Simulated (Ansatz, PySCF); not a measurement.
Breaking the Si3–H4 bond in H4PbSi (SMILES [SiH3][PbH]) (multiplicity 1 held, fragments rigid). Energies count from the point at 1.489 Å.
Geometry at that point (charge 0, multiplicity 1):
```xyz
6

Pb     0.013     0.355     0.331
H     -0.430     1.475    -1.080
Si    -0.033    -1.727    -1.466
H      0.953    -1.499    -2.558
H     -1.376    -1.843    -2.099
H      0.281    -3.051    -0.864
```

R- and RO- levels are restricted; in cc, def2 and unpolarised 6-31G sets they are followed outwards from rest. Unrestricted levels (U-) break spin symmetry where that is lower. Active spaces are followed from a long bond inwards. Levels need not reach the same state.

Correlated levels freeze the cores. Filled d and f shells under p-block atoms count as core. Rows in LANL2DZ carry no dispersion term and start afresh at each structure. LANL2DZ brings its own core potentials from Na on.

The values were computed with Ansatz (Gaussian orbitals); PySCF for LANL2DZ rows. Each number belongs to the level named beside it. In def2 rows elements past Kr take small-core potentials, without spin–orbit coupling.

Energies in kcal/mol.

```tsv
R (Å)	U-HF/LANL2DZ	R-PBE/def2-TZVPP	U-B3LYP/def2-TZVPP	FIC-MRCISD+Q on CASSCF(2,2)/def2-TZVPP
1.191	28.5	29.8	28.1	28.5
1.340	5.3	6.3	5.5	5.5
1.489	0.0	0.0	0.0	0.0
1.638	4.2	2.8	3.5	3.6
1.787	13.2	10.0	11.5	11.7
2.010	30.5	24.2	26.6	26.9
2.234	45.9	38.8	42.0	41.9
2.606	57.5	59.9	64.0	62.3
2.978	61.6	75.8	75.7	75.2
3.425	63.2	88.7	81.4	82.7
4.021	63.8	98.8	83.7	85.9
4.765	63.9	104.9	84.3	86.7
```

Doubts at one or more of the structures used: a spin-contaminated determinant (U-HF/LANL2DZ, U-B3LYP/def2-TZVPP); a restricted determinant that unrestricted orbitals would lower (R-PBE/def2-TZVPP).

Ansatz is an electronic-structure program.
